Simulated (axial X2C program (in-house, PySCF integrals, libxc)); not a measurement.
## Worked dissociation energy of FeAs⁻: TPSSh, non-relativistic

All values were computed with an axial X2C code built on PySCF integrals. The Hamiltonian is the X2C one with the speed of light multiplied by 100, which is the non-relativistic limit. Basis: As dyall-av3z [9s9p6d2f], Fe dyall-av3z [10s10p7d3f2g] (cores contracted in-house); Gaussian nuclei, density fitting, unrestricted open shells. Masses: As 74.922 u, Fe 55.935 u.

Molecular state: M_S = 3, Λ = 0 (beyond evenly filled blocks: 2 × σα, π+α, π-α, δ+α, δ-α).

```
E(As-) (2M_S = 2, M_L = 0) : -2235.830426 hartree
E(Fe) (2M_S = 4, M_L = 0)  : -1263.693061 hartree
E(FeAs⁻) at Re             : -3499.622378 hartree
ωe                         : 299.8 cm⁻¹
ωexe                       : 1.27 cm⁻¹
```

Q: Work out De and D0.

A: De = -2235.830426 + (-1263.693061) − (-3499.622378) = 0.09889 hartree = 2.691 eV. The zero-point energy is ωe/2 − ωexe/4 = 150 cm⁻¹ = 0.019 eV, so D0 = 2.672 eV.

De is counted from the lowest determinant-based energies of the atoms at the same level, without counterpoise correction. The state is one determinant with fixed occupations, lowest in a PBE0 search at one distance only: followed along the bond, the non-rel. determinant M_S = 2, Λ = 0 reaches 0.03 eV lower at PBE0, at Re = 2.143 Å, so the state shown is not the lowest. The highest occupied level of some functionals is positive through self-interaction error; at Hartree–Fock it is bound.

Each atomic determinant is the lowest at this level and need not be a pure term. Totals compare only within one Hamiltonian and basis.
